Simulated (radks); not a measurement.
Species: Os4+. Configuration: [Xe] 4f14 5d4 (the NIST ground configuration).

Calculated with a radial shooting solver on a logarithmic mesh with Libxc functionals: Dirac Kohn-Sham, BP86, spin-unpolarised, spherical densities, finite nucleus; open shells fill j = l - 1/2 first; Fermi nuclear charge, rms radius 5.4126 fm.

Energy parts (Ry):
part                       energy
total                 -34554.4948
kinetic                39204.2852
electron-nucleus      -86321.3620
Hartree                13245.6416
exchange-correlation    -683.0596

Orbitals (lengths in bohr, moments of r in powers of bohr):
\begin{tabular}{lrrrr}
orbital & occ. & eigenvalue (Ry) & <r> & <r^2> \\ \hline
1s1/2 & 2 & -5423.478 & 0.01774 & 0.0004336 \\
2s1/2 & 2 & -946.6747 & 0.07426 & 0.006585 \\
2p1/2 & 2 & -906.7571 & 0.06130 & 0.004684 \\
2p3/2 & 4 & -794.1792 & 0.06949 & 0.005879 \\
3s1/2 & 2 & -222.8641 & 0.1934 & 0.04290 \\
3p1/2 & 2 & -204.9485 & 0.1835 & 0.03925 \\
3p3/2 & 4 & -180.3999 & 0.1986 & 0.04577 \\
3d3/2 & 4 & -150.2942 & 0.1734 & 0.03532 \\
3d5/2 & 6 & -144.9770 & 0.1781 & 0.03711 \\
4s1/2 & 2 & -49.66404 & 0.4317 & 0.2106 \\
4p1/2 & 2 & -42.13564 & 0.4357 & 0.2162 \\
4p3/2 & 4 & -36.36878 & 0.4692 & 0.2505 \\
4d3/2 & 4 & -23.99474 & 0.4824 & 0.2696 \\
4d5/2 & 6 & -22.92655 & 0.4937 & 0.2822 \\
4f5/2 & 6 & -7.26885 & 0.5512 & 0.3739 \\
4f7/2 & 8 & -7.06217 & 0.5592 & 0.3851 \\
5s1/2 & 2 & -10.02098 & 1.001 & 1.124 \\
5p1/2 & 2 & -7.67722 & 1.087 & 1.332 \\
5p3/2 & 4 & -6.75077 & 1.178 & 1.565 \\
5d3/2 & 4 & -3.58223 & 1.518 & 2.639 \\
5d5/2 & 0 & -3.47939 & 1.555 & 2.770 \\
\end{tabular}

The highest occupied level is 5d3/2 at -48.739 eV. For comparison, the ionisation energy in NIST's Atomic Spectra Database is 55 eV (theoretical). In exact Kohn-Sham theory the highest level is minus the ionisation energy, but local and semilocal functionals leave it too shallow, through self-interaction and a potential that decays too fast; potentials with the right tail come closer. The density falls to 0.001 e/bohr^3 at r = 3.15 bohr.

Beside tabulated values, note that spin-unpolarised runs miss the spin-polarisation part of the exchange energy of open shells.
